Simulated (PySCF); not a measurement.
BClH2O2, SMILES OB(O)Cl. Geometry optimised at r2SCAN-D4/def2-SVP. Other conformers were not sampled.

All values below come from r2SCAN-D4/def2-SVP (PySCF 2.14.0).

Harmonic wavenumbers (cm⁻¹): 343, 400, 481, 540, 617, 652, 994, 1013, 1293, 1496, 3845, 3873. Rotational constants (GHz): 10.22, 4.629, 3.186; symmetry number 1.

Problem. Work out the zero-point energy and the ideal-gas rigid-rotor harmonic-oscillator thermochemistry at 298.15 K and 1 atm.

Solution. ZPE = ½ Σ hcν = ½ × 15547 cm⁻¹ = 22.23 kcal/mol. H − E(el) = 25.53 kcal/mol. Entropy in cal/(mol K): translation 39.06, rotation 25.17, vibration 4.45, total 68.68. G − E(el) = 5.05 kcal/mol. Cp = 16.36 cal/(mol K).
